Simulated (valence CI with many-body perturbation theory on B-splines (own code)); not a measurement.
Level structure of Er³⁷⁺

Level of theory: configuration interaction combined with many-body perturbation theory (CI+MBPT): three valence electrons over a frozen Dirac-Fock core [Ar] 3d10, a basis of 11 s, 11 p, 10 d, 8 f, 5 g, 2 h functions for each j, with the one-electron correlation potential Σ1, the two-electron term Σ2, the three-electron term Σ3, Breit, model QED; selected CI, second order for the rest, scaled by the run's own slope (own B-spline code, finite nucleus).

No measured spectrum was set against this ion. As an estimate, large intervals hold to a few tenths of a per cent, small ones and those within an open d or f shell to about a per cent.

Levels 136 to 180 of 195, with energies above the lowest level, (4s^2 4p1/2) J=1/2. "Leading %" is the weight of the configuration and term that name the level; weights of strongly mixed levels are sums over their largest components and can fall short. In the jj column 3d3/2^4 stands for four electrons in 3d with j = 3/2. Lifetimes count E1, E2, E3, M1 and M2 decay at the calculated energies, and are blank where another channel may lead or the interval is too uncertain; long ones can be off by a factor of two.

| No. | Configuration | Term | J | E (Ry) | Leading % | Leading jj | Lifetime |
| --- | --- | --- | --- | --- | --- | --- | --- |
| 136 | 4p²4f | ²F° | 7/2 | 43.387 | 37 | 4p1/2 4p3/2 4f7/2 (43 %) | 1.70 ps |
| 137 | 4p²4f | ²D° | 5/2 | 43.407 | 41 | 4p1/2 4p3/2 4f7/2 (52 %) | 2.01 ps |
| 138 | 4p²4f | ⁴D° | 3/2 | 43.416 | 37 | 4p1/2 4p3/2 4f5/2 (74 %) | 2.12 ps |
| 139 | 4p²4f | ²P° | 1/2 | 43.474 | 52 | 4p1/2 4p3/2 4f5/2 (91 %) | 2.26 ps |
| 140 | 4p4d² | ²P° | 1/2 | 44.005 | 75 | 4p1/2 4d5/2^2 (90 %) | 2.11 ps |
| 141 | 4p²4f | ²F° | 5/2 | 44.056 | 46 | 4p1/2 4p3/2 4f7/2 (70 %) | 2.30 ps |
| 142 | 4p²4f | ²G° | 9/2 | 44.067 | 35 | 4p1/2 4p3/2 4f7/2 (34 %) | 1.95 ps |
| 143 | 4p²4f | ²D° | 3/2 | 44.165 | 42 | 4p1/2 4p3/2 4f7/2 (66 %) | 1.86 ps |
| 144 | 4p²4f | ²F° | 7/2 | 44.380 | 20 | 4p1/2 4p3/2 4f7/2 (29 %) | 1.27 ps |
| 145 | 4p4d² | ²G° | 7/2 | 45.627 | 26 | 4p3/2 4d3/2^2 (60 %) | 920 fs |
| 146 | 4p4d² | ²D° | 3/2 | 45.713 | 29 | 4p3/2 4d3/2^2 (83 %) | 790 fs |
| 147 | 4p4d² | ⁴F° | 5/2 | 45.715 | 25 | 4p3/2 4d3/2^2 (64 %) | 885 fs |
| 148 | 4p4d² | ⁴G° | 9/2 | 45.965 | 42 | 4p3/2 4d3/2 4d5/2 (80 %) | 1.49 ps |
| 149 | 4p4d² | ⁴D° | 1/2 | 45.974 | 70 | 4p3/2 4d3/2^2 (86 %) | 768 fs |
| 150 | 4s4d4f | ⁴H° | 7/2 | 46.037 | 22 | 4p3/2 4d3/2 4d5/2 (57 %) | 1.64 ps |
| 151 | 4p4d² | ²D° | 3/2 | 46.096 | 19 | 4p3/2 4d3/2^2 (58 %) | 991 fs |
| 152 | 4s4d4f | ²G° | 9/2 | 46.105 | 19 | 4s 4d3/2 4f5/2 (56 %) | 1.85 ps |
| 153 | 4s4d4f | ⁴H° | 7/2 | 46.107 | 55 | 4s 4d3/2 4f5/2 (64 %) | 1.77 ps |
| 154 | 4p4d² | ⁴G° | 11/2 | 46.140 | 67 | 4p3/2 4d3/2 4d5/2 (48 %) | 2.51 ps |
| 155 | 4p4d² | ⁴D° | 5/2 | 46.225 | 29 | 4p3/2 4d3/2 4d5/2 (72 %) | 1.80 ps |
| 156 | 4p4d² | ⁴D° | 5/2 | 46.343 | 24 | 4p3/2 4d3/2 4d5/2 (57 %) | 1.46 ps |
| 157 | 4s4d4f | ⁴H° | 7/2 | 46.399 | 18 | 4s 4d3/2 4f7/2 (37 %) | 1.72 ps |
| 158 | 4s4d4f | ⁴F° | 3/2 | 46.428 | 53 | 4s 4d3/2 4f5/2 (70 %) | 1.16 ps |
| 159 | 4s4d4f | ⁴H° | 9/2 | 46.476 | 73 | 4s 4d3/2 4f7/2 (44 %) | 2.07 ps |
| 160 | 4p4d² | ⁴D° | 7/2 | 46.523 | 31 | 4p3/2 4d3/2 4d5/2 (67 %) | 1.36 ps |
| 161 | 4p4d² | ²S° | 1/2 | 46.527 | 43 | 4p3/2 4d3/2 4d5/2 (90 %) | 1.17 ps |
| 162 | 4p4d² | ²H° | 11/2 | 46.547 | 47 | 4p3/2 4d3/2 4d5/2 (26 %) | 2.86 ps |
| 163 | 4s4d4f | ²D° | 5/2 | 46.551 | 29 | 4s 4d3/2 4f5/2 (57 %) | 1.11 ps |
| 164 | 4p4d² | ⁴D° | 3/2 | 46.574 | 24 | 4p3/2 4d3/2 4d5/2 (50 %) | 1.22 ps |
| 165 | 4s4d4f | ⁴F° | 9/2 | 46.651 | 34 | 4s 4d3/2 4f7/2 (56 %) | 1.65 ps |
| 166 | 4s4d4f | ⁴F° | 5/2 | 46.730 | 45 | 4s 4d3/2 4f7/2 (45 %) | 1.28 ps |
| 167 | 4s4d4f | ⁴H° | 11/2 | 46.756 | 82 | 4s 4d3/2 4f7/2 (48 %) | 2.62 ps |
| 168 | 4p4d² | ⁴S° | 3/2 | 46.854 | 29 | 4p3/2 4d3/2 4d5/2 (55 %) | 1.08 ps |
| 169 | 4s4d4f | ⁴F° | 7/2 | 46.912 | 51 | 4s 4d3/2 4f7/2 (51 %) | 1.13 ps |
| 170 | 4s4d4f | ⁴G° | 5/2 | 46.926 | 26 | 4p3/2 4d5/2^2 (40 %) | 1.68 ps |
| 171 | 4s4d4f | ⁴G° | 5/2 | 46.986 | 44 | 4s 4d3/2 4f5/2 (53 %) | 1.21 ps |
| 172 | 4s4d4f | ⁴G° | 7/2 | 47.041 | 27 | 4p3/2 4d5/2^2 (35 %) | 1.48 ps |
| 173 | 4s4d4f | ²F° | 7/2 | 47.092 | 17 | 4p3/2^2 4f7/2 (32 %) | 2.48 ps |
| 174 | 4s4d4f | ⁴D° | 1/2 | 47.226 | 35 | 4s 4d3/2 4f5/2 (54 %) | 1.13 ps |
| 175 | 4p4d² | ⁴D° | 7/2 | 47.263 | 25 | 4p3/2 4d5/2^2 (32 %) | 1.53 ps |
| 176 | 4s4d4f | ⁴H° | 13/2 | 47.265 | 100 | 4s 4d5/2 4f7/2 (100 %) | 4.17 ps |
| 177 | 4s4d4f | ²G° | 9/2 | 47.287 | 28 | 4p3/2 4d5/2^2 (36 %) | 1.67 ps |
| 178 | 4s4d4f | ⁴D° | 3/2 | 47.303 | 33 | 4s 4d3/2 4f5/2 (45 %) | 993 fs |
| 179 | 4s²5s | ²S | 1/2 | 47.307 | 99 | 4s^2 5s (99 %) | 183 fs |
| 180 | 4p4d² | ²F° | 5/2 | 47.320 | 29 | 4p3/2 4d3/2 4d5/2 (42 %) | 1.21 ps |

Where two levels of one J and parity lie close, their mixing, g and order are uncertain.
